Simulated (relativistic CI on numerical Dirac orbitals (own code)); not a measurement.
## Cs VIII: calculation against measurement

Computed by Dirac-Coulomb-Breit CI, separate exchange-only KLI orbitals for each configuration, QED by a radiative potential, valence Slater integrals scaled by 0.9, P86 correlation estimate, and configurations built on the next ion tied to the tabulated ionisation energy (semi-empirical) (own radial code, finite nucleus).

CI space (outside the closed core [Kr]): 4d¹⁰5s², 4d¹⁰5s5d, 4d¹⁰5s6s, 4d¹⁰5s6p, 4d¹⁰5s5p, 4d¹⁰5s6d, 4d¹⁰5s7s, 4d¹⁰5s5f, 4d¹⁰5s6f, 4d¹⁰5p², 4d¹⁰4f², 4d¹⁰5s4f, 4d¹⁰5d², 4d¹⁰4f5p, 4d¹⁰5p5d, 4d¹⁰5s5g, 4d⁹5s²4f, 4d¹⁰4f5d, 4d¹⁰5f², 4d¹⁰5p5f, 4d¹⁰5g², 4d⁸5s²5p², 4d¹⁰5p5g, 4d⁹5s5p². Levels of other configurations are missing.

| Configuration | Term (tabulated) | J | Measured (cm⁻¹) | Computed | Error | Purity (%) |
| --- | --- | --- | --- | --- | --- | --- |
| 4d¹⁰5s² | 1S | 0 | 0.0 | 0 | 0 | 98 |
| 4d¹⁰5s5p | 3P° | 0 | 106573.8 | 104013 | -2561 | 100 |
| 4d¹⁰5s5p | 3P° | 1 | 111628.0 | 109060 | -2568 | 96 |
| 4d¹⁰5s5p | 3P° | 2 | 128031.4 | 124994 | -3037 | 100 |
| 4d¹⁰5s5p | 1P° | 1 | 159326.3 | 157605 | -1722 | 94 |
| 4d¹⁰5p² | 3P | 0 | 247101.3 | 247071 | -31 | 89 |
| 4d¹⁰5s4f | 3F° | 2 | 259357.9 | 257400 | -1958 | 100 |
| 4d¹⁰5s4f | 3F° | 3 | 259697.7 | 257679 | -2019 | 99 |
| 4d¹⁰5s4f | 3F° | 4 | 260217.7 | 258090 | -2128 | 100 |
| 4d¹⁰5p² | 3P | 1 | 261162.7 | 260222 | -940 | 100 |
| 4d¹⁰5p² | 1D | 2 | 262958.8 | 260358 | -2601 | 60 |
| 4d¹⁰5s4f | 1F° | 3 | 266917.2 | 265109 | -1808 | 99 |
| 4d¹⁰5p² | 3P | 2 | 282347.8 | 279700 | -2648 | 69 |
| 4d¹⁰5p² | 1S | 0 | 308057.6 | 308063 | 5 | 86 |
| 4d¹⁰5s5d | 3D | 1 | 323609.5 | 323232 | -378 | 99 |
| 4d¹⁰5s5d | 3D | 2 | 324748.0 | 324308 | -440 | 98 |
| 4d¹⁰5s5d | 3D | 3 | 326841.0 | 326250 | -591 | 98 |
| 4d¹⁰5s5d | 1D | 2 | 343708.4 | 345286 | 1577 | 75 |
| 4d¹⁰4f5p | 3G | 3 | 378551.1 | 375692 | -2859 | 58 |
| 4d¹⁰4f5p | 3F | 2 | 384056.9 | 380949 | -3108 | 83 |
| 4d¹⁰4f5p | 3G | 5 | 401815.1 | 398124 | -3691 | 100 |
| 4d¹⁰4f5p | 3D | 3 | 404586.6 | 401146 | -3440 | 74 |
| 4d¹⁰4f5p | 3D | 2 | 406200.8 | 403055 | -3146 | 82 |
| 4d¹⁰4f5p | 3D | 1 | 408767.7 | 405664 | -3104 | 99 |
| 4d¹⁰4f5p | 1G | 4 | 410757.8 | 407476 | -3282 | 87 |
| 4d¹⁰5s6s | 3S | 1 | 416560.2 | 414948 | -1612 | 100 |
| 4d¹⁰4f5p | 1D | 2 | 419191.0 | 417058 | -2133 | 81 |
| 4d¹⁰5s6s | 1S | 0 | 424485.8 | 424614 | 129 | 100 |
| 4d¹⁰5p5d | 3F° | 2 | 440542.6 | 435222 | -5321 | 83 |
| 4d¹⁰5p5d | 3F° | 3 | 449682.2 | 444276 | -5406 | 90 |
| 4d¹⁰5p5d | 3D° | 1 | 458439.8 | 457399 | -1041 | 62 |
| 4d¹⁰5p5d | 3F° | 4 | 463941.6 | 457447 | -6495 | 98 |
| 4d¹⁰5s6p | 3P° | 1 | 468837.0 | 467229 | -1608 | 69 |
| 4d¹⁰5p5d | 3D° | 3 | 474619.8 | 472734 | -1885 | 86 |
| 4d¹⁰5s6p | 1P° | 1 | 476192.5 | 478502 | 2310 | 75 |
| 4d¹⁰5p5d | 3P° † | 0 | 477671.9 | 474466 | -3206 | 80 |
| 4d¹⁰5p5d | 3P° † | 1 | 479289.3 | 474445 | -4845 | 58 |
| 4d¹⁰5p5d | 1F° | 3 | 490161.1 | 490062 | -99 | 73 |
| 4d¹⁰5s5f | 3F° | 2 | 524726.8 | 524422 | -305 | 98 |
| 4d¹⁰5s5f | 3F° | 3 | 524999.0 | 524687 | -312 | 98 |
| 4d¹⁰5s5f | 3F° | 4 | 525374.9 | 525052 | -323 | 97 |
| 4d¹⁰5s5f | 1F° | 3 | 531193.0 | 532045 | 852 | 82 |

Measured levels from Sansonetti, J. Phys. Chem. Ref. Data 38, 761 (2009); pairs were made by configuration, J and term (by order where the table uses no LS term), so strongly mixed levels may be paired wrongly.

Mean error by configuration (cm⁻¹): 4d¹⁰5s5p -2472; 4d¹⁰5p² -1243; 4d¹⁰5s4f -1978; 4d¹⁰5s5d 42; 4d¹⁰4f5p -3095; 4d¹⁰5s6s -742; 4d¹⁰5p5d -3375; 4d¹⁰5s6p 351; 4d¹⁰5s5f -22. Over the excited levels the mean absolute error is 2038 cm⁻¹ (41 of the 51 excited levels that our extract of the source holds in range could be paired, and the others can miss by more), and the median relative error of those above 1,000 cm⁻¹ is 0.68 %. † marks terms whose computed intervals miss the measured ones by more than a factor of 2.5, or configurations far off the rest, from wrong mixing, a near crossing or a doubtful label or measurement; they are left out of the means.
